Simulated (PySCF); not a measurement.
**Do core-level shifts follow atomic charges?**

Compound: C₄H₁₁NSi.
Structure used (PBE0-D3(BJ)/def2-SVP), in Å, numbered top down from 1:
```xyz
17
C4H11NSi angstrom
C     -2.0525   -0.1580   -0.1804
C     -0.6149    0.0400    0.2720
C      0.1727   -1.2756    0.3385
N      1.5735   -0.9320    0.4785
Si     1.9773    0.6190   -0.1871
C      0.1808    1.0217   -0.6086
H     -2.5890   -0.8612    0.4767
H     -2.0906   -0.5602   -1.2060
H     -2.6049    0.7939   -0.1745
H     -0.6228    0.4511    1.2981
H     -0.1803   -1.8805    1.1930
H     -0.0361   -1.8708   -0.5773
H      2.2100   -1.6838    0.7039
H      2.8782    0.5857   -1.3876
H      2.6232    1.5486    0.7968
H     -0.1184    2.0667   -0.4374
H      0.0074    0.8036   -1.6777
```

Binding energies: delta-SCF UKS SCAN, pcX-2 on the ionised atom, pcseg-1 elsewhere, spin-free X2C (PySCF 2.14.0). Charges: PBE0/pcSseg-1 ground-state density, for the ionised atom.

| atom | environment | C 1s (eV) | Mulliken (e) | IAO (e) | Hirshfeld (e) | ESP (e) |
| --- | --- | --- | --- | --- | --- | --- |
| C6 | sp3 carbon bound to silicon | 289.85 | -0.486 | -0.546 | -0.161 | -0.503 |
| C1 | methyl carbon | 290.47 | -0.205 | -0.408 | -0.114 | -0.646 |
| C2 | sp3 CH carbon | 290.54 | -0.391 | -0.088 | -0.020 | +0.385 |
| C3 | sp3 carbon bound to nitrogen | 291.21 | +0.076 | -0.136 | -0.025 | +0.043 |

Problem. Give the correlation coefficient and slope of binding energy on charge for each scheme.

Solution. Mulliken: r = 0.92, slope 2.1 eV per e; Hirshfeld: r = 0.82, slope 6.7 eV per e; IAO: r = 0.78, slope 2.0 eV per e; ESP: r = 0.50, slope 0.6 eV per e. Mulliken charges have the highest r, on only 4 points.

Problem. The point-charge model writes a binding energy as kq + V + constant, with V the potential of the other atoms' charges at the site. What does it give with the Mulliken charges?

Solution. V = Σ 14.40 eV Å × q/r over all other atoms: +4.49 eV at C6, +1.85 eV at C1, +1.40 eV at C2, -3.29 eV at C3. Fitting binding energy − V to q gives k = 14.2 eV per e and leaves an rms residual of 1.20 eV, against 0.19 eV for the fit on q alone. The model has no term for differences in relaxation between sites.

Geometry: PBE0-D3(BJ)/def2-SVP, one conformer, isolated molecule.
